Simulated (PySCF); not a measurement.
## Exercise with solution: dipole moment from atomic charges

Cd(I)(OMe) (CH₃CdIO), SMILES C[O][Cd][I]. Atoms are numbered in the order given.

```xyz
7

Cd     0.1334     0.7958     0.0000
I     -0.0759    -1.7789     0.0000
O      0.4578     2.7450     0.0000
C     -0.5765     3.6913     0.0000
H     -1.2322     3.6387    -0.8941
H     -0.1206     4.6995     0.0000
H     -1.2322     3.6387     0.8941
```

Geometry optimised at r2SCAN-D4/def2-SVP. The structure was generated by enumeration; whether it is a known compound was not checked. The def2 effective core potentials stand for the cores of Cd, I; spin–orbit coupling is left out. Other conformers were not sampled.

Charges (e) from CAM-B3LYP/def2-TZVP (PySCF):

```tsv
atom	Mulliken	ESP fit
Cd1	0.750	0.696
I2	-0.294	-0.307
O3	-0.610	-0.510
C4	-0.144	-0.032
H5	0.093	0.043
H6	0.112	0.067
H7	0.093	0.043
```

The dipole moment of the full density is 1.12 D.

Question: What dipole moment does each set of point charges give, and which comes closer to that of the density?

Answer: 
μ = Σ q r, and 1 e Å = 4.8032 D.
Mulliken: Σ q r = (-0.317, 0.117, 0.000) e Å, |μ| = 1.62 D.
ESP fit: Σ q r = (-0.213, 0.210, 0.000) e Å, |μ| = 1.44 D.
ESP fit comes closer in size. Point charges leave out the atoms' own dipoles (lone pairs, polarised bonds); fits to the potential absorb them, partitions of the density don't.
